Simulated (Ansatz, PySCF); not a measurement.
This Ansatz (a quantum-chemistry and plane-wave program) input computes a PBE0/def2-TZVPD energy:

Ansatz 0.2 input:
```yaml
crystal:
  periodic: [false, false, false]
  atoms:
    - {symbol: C, position_ang: [-0.39558635, 1.04640118, -0.09293006]}
    - {symbol: C, position_ang: [-1.18815432, -0.22778082, 0.08963297]}
    - {symbol: C, position_ang: [0.35181269, -0.04602439, -0.01412671]}
    - {symbol: O, position_ang: [1.41250103, -0.69974199, -0.00038146]}
    - {symbol: H, position_ang: [-0.51136367, 2.11496173, -0.20352438]}
    - {symbol: H, position_ang: [-1.74776241, -0.67517187, -0.74820044]}
    - {symbol: H, position_ang: [-1.64931435, -0.47742971, 1.05931933]}
basis:
  gaussian:
    orbitals: def2-TZVPD
hamiltonian:
  xc: {name: PBE0}
total_charge: -1
output: {forces: true}
```

Write an input for the same energy in PySCF and say what it gives.


```python
from pyscf import gto, scf, dft

mol = gto.M(
    atom='''
    C    -0.39558635    1.04640118   -0.09293006
    C    -1.18815432   -0.22778082    0.08963297
    C     0.35181269   -0.04602439   -0.01412671
    O     1.41250103   -0.69974199   -0.00038146
    H    -0.51136367    2.11496173   -0.20352438
    H    -1.74776241   -0.67517187   -0.74820044
    H    -1.64931435   -0.47742971    1.05931933
    ''',
    basis='def2-tzvpd',
    charge=-1,
    spin=0,
    verbose=4,
)

mf = dft.RKS(mol, xc='pbe0').density_fit(auxbasis='def2-universal-jkfit')
mf.grids.level = 3
mf.conv_tol = 1e-9
mf.max_cycle = 100
mf.max_memory = 1500
mf.kernel()
if not mf.converged:
    mf = mf.newton()
    mf.kernel(mf.make_rdm1())
mf.analyze()
```
It gives -191.13897 Eh, and Ansatz -191.13894 Eh, a difference of 0.03 mEh, from the treatment of integrals and grids.

It need not be the lowest isomer of its formula. Whether it binds its extra electron was not tested at this geometry.
